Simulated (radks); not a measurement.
Values are calculated unless marked as measured or tabulated.
Initial-state core-level shifts of the rhenium ion Re2+ when its valence configuration changes from [Xe] 4f14 5d5. Code: a radial shooting solver on a logarithmic mesh with Libxc functionals. Model: scalar-relativistic Kohn-Sham, r2SCAN, spin-polarised, spherical densities, finite nucleus; open shells are filled with parallel spins first (spin-orbit coupling, left out, can overturn this in heavy ions); meta-GGA in the generalised Kohn-Sham scheme; Fermi nuclear charge, rms radius 5.3698 fm. Shifts are changes of the shell-averaged eigenvalues in eV (positive: less bound); the change of the density at the nucleus, which sets a Mossbauer isomer shift, is in e/bohr^3, on a base of 1.648e+06.

valence                3s       3p       5s      5p  density at nucleus
4f14 5d4.5 6s0.5   -1.811   -1.811   -1.731  -1.605               +75.8
4f13 5d5 6p1      -18.128  -18.110   -9.293  -7.955              +101.8
4f14 5d4 6p1       -5.131   -5.131   -4.954  -4.676               +11.0
4f13 5d5.5 6s0.5  -14.910  -14.892   -6.176  -5.023              +169.2
4f13 5d6          -13.200  -13.182   -4.561  -3.559               +89.6
4f13.5 5d5.5       -6.525   -6.516   -2.294  -1.797               +44.3
4f12 5d6.5 6s0.5  -28.829  -28.789  -10.688  -8.528              +266.0
4f13.5 5d5 6s0.5   -8.172   -8.163   -3.876  -3.217              +122.5
4f12 5d7          -26.999  -26.960   -8.986  -6.968              +184.6
